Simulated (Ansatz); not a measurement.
Reactions of ClH4N2OV (`[NH]=[V]([NH2])([OH])[Cl]`).

Gas-phase electronic energies from Ansatz, PBE0-D4/def2-TZVP geometries. CBS: MP2 limit from def2 TZ/QZ plus the TZ coupled-cluster correction, frozen cores. This one scheme is used for every species. Functionals use def2-TZVPP. For V outer-core shells are correlated without core-valence functions, which leaves a few kJ/mol of doubt a bond. Scalar relativity is left out up to krypton. Each species was taken in one conformer, which may not be the lowest.

```csv
reaction,ωB97X-V (kJ/mol),CCSD(T)/CBS(def2) (kJ/mol)
`[NH]=[V]([NH2])([OH])[Cl]` + NH₃ → `[NH]=[V]([NH2])([NH2])[OH]` + HCl,91,90
`[NH]=[V]([NH2])([OH])[Cl]` + HCl → `[NH]=[V]([NH2])([Cl])[Cl]` + H₂O,-26,-36
`[NH]=[V]([NH2])([OH])[Cl]` + NH₃ → `[NH]=[V]([NH2])([NH2])[Cl]` + H₂O,47,38
`[NH]=[V]([NH2])([OH])[Cl]` + H₂O → `[NH]=[V]([NH2])([OH])[OH]` + HCl,37,44
`[NH]=[V]([NH2])([OH])[Cl]` + H–F → `[NH]=[V]([NH2])([OH])[F]` + HCl,-7,11
```

Largest T1 diagnostic: 0.031, for `[NH]=[V]([NH2])([NH2])[Cl]`, so its coupled-cluster energy is less sure.
